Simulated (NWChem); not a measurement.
# Correlation energy of Sb (-1)

```
Sb
```
Charge -1, spin multiplicity 3.

Program: NWChem.

Basis set: def2-TZVPD. Each correlation energy counts from its own Hartree-Fock reference.

Effective core potentials replace the inner electrons of Sb; spin-orbit coupling is left out. The correlated methods keep 4 core orbitals frozen. No SCF solution was tested for a lower state. Open-shell Hartree-Fock references start from PBE0 orbitals. No row is a measurement; the coupled-cluster row has its own basis-set and correlation limits.

Q: Order these methods by the correlation energy they give, lowest first: CCSD(T) on ROHF, UMP2, CCSD[T] on UHF, CCSD on ROHF.

A: CCSD(T) on ROHF (-318.4 mHa), CCSD[T] on UHF (-314.3 mHa), CCSD on ROHF (-310.1 mHa), UMP2 (-308.5 mHa)
